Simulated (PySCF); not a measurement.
TeC⁻ at ROHF-CCSD(T)

Computed with ROHF-CCSD(T); PySCF, scalar-relativistic core potentials, basis sets Te aug-cc-pVDZ-PP with ECP28, C aug-cc-pVDZ.

For TeC⁻, the state is ²Π (doublet), unpaired electrons π ↑ and the bond length is 2.037 Å. The harmonic wavenumber is 647 cm⁻¹ and the force constant is 2.71 mdyn/Å. The rotational constant Be is 0.3699 cm⁻¹, the anharmonicity ωexe is 3.42 cm⁻¹ and the vibration–rotation constant αe is 0.00279 cm⁻¹.

Correlated steps freeze 5 core orbitals. These are scalar-relativistic numbers at best; spin–orbit coupling would shift them, the dissociation energy most. The CCSD T1 diagnostic is raised, a sign that a single reference may not be enough here. The state is the lowest determinant that a PBE0 search found; another state may lie lower at other levels.
